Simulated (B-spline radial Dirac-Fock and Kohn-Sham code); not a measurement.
## X-ray form factors of osmium in several charge states

Model: relativistic Hartree-Fock (Dirac-Fock) wave functions, averaged over the configuration. Program: a radial atomic solver.

Configurations: Os⁵⁷⁺ [Ar] 3d1; Os⁵⁸⁺ [Ne] 3s2 3p6; Os⁵⁹⁺ [Ne] 3s2 3p5; Os⁶⁰⁺ [Ne] 3s2 3p4. The first column is f₀ of Os⁵⁷⁺, the others are differences from it.

```
s (Å⁻¹)   Os⁵⁷⁺  Δ Os⁵⁸⁺  Δ Os⁵⁹⁺  Δ Os⁶⁰⁺
      0  19.000   -1.000   -2.000   -3.000
   0.05  18.993   -0.999   -1.999   -2.998
    0.1  18.972   -0.998   -1.995   -2.992
   0.15  18.938   -0.995   -1.988   -2.982
    0.2  18.890   -0.990   -1.979   -2.968
   0.25  18.829   -0.985   -1.967   -2.950
    0.3  18.754   -0.979   -1.953   -2.928
   0.35  18.667   -0.971   -1.936   -2.902
    0.4  18.567   -0.962   -1.917   -2.872
   0.45  18.454   -0.953   -1.895   -2.839
    0.5  18.329   -0.942   -1.872   -2.803
    0.6  18.046   -0.917   -1.818   -2.720
    0.7  17.720   -0.889   -1.756   -2.625
    0.8  17.355   -0.858   -1.687   -2.520
    0.9  16.955   -0.823   -1.612   -2.405
      1  16.526   -0.787   -1.533   -2.282
    1.1  16.073   -0.748   -1.449   -2.154
    1.2  15.599   -0.708   -1.362   -2.021
    1.4  14.611   -0.625   -1.183   -1.747
    1.6  13.601   -0.541   -1.004   -1.474
```

Values without a named source are computed, but for edge energies of neutral atoms, which are taken from tables.
